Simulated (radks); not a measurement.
Si, configuration [Ne] 3s2 3p2.

Calculated with a radial shooting solver on a logarithmic mesh with Libxc functionals: scalar-relativistic Kohn-Sham, r2SCAN, spin-polarised, spherical densities, finite nucleus; open shells are filled with parallel spins first; meta-GGA in the generalised Kohn-Sham scheme; Fermi nuclear charge, rms radius 3.1224 fm.

Energy parts (hartree):
part                      energy
total                 -289.98054
kinetic                290.71291
electron-nucleus      -692.20394
Hartree                132.32522
exchange-correlation   -20.81472

Orbitals (lengths in bohr, moments of r in powers of bohr; r(max) is where P^2 peaks; r(90%) holds 90 % of the orbital's charge):
orbital  occ.  eigenvalue (hartree)   <1/r>   r(max)      <r^4>  r(90%)
1s up       1             -66.04124   13.64  0.07263  0.0007232   0.199
1s down     1             -66.03381   13.64  0.07263  0.0007229   0.199
2s up       1              -5.26702   2.592   0.4536     0.2703   0.890
2s down     1              -5.26193   2.590   0.4538     0.2695   0.890
2p up       3              -3.58451   2.462   0.3884     0.2956   0.900
2p down     3              -3.57516   2.461   0.3888     0.2929   0.900
3s up       1              -0.43962  0.6148    1.805      52.64    3.33
3s down     1              -0.35821  0.6208    1.780      53.10    3.33
3p up       2              -0.17773  0.4886    2.157      144.3    4.27
3p down     0              -0.09766  0.4908    2.149      143.1    4.26

The highest occupied level is 3p up at -4.836 eV. The density falls to 0.001 e/bohr^3 at r = 4.42 bohr. Summed over all electrons, <r^2> = 31.72 bohr^2, which gives a Langevin (diamagnetic) susceptibility term of -25.1 x 10^-6 cm^3/mol. The spin density at the nucleus is -0.1389 e/bohr^3 (1s -0.1333, 2s 0.1517, 3s -0.1573). The electron density at the nucleus is 1910 e/bohr^3 (large components only). For comparison, the ionisation energy in NIST's Atomic Spectra Database is 8.152 eV (measured). In exact Kohn-Sham theory the highest level is minus the ionisation energy, but local and semilocal functionals leave it too shallow, through self-interaction and a potential that decays too fast; potentials with the right tail come closer. Spin moment in Bohr magnetons: 2.
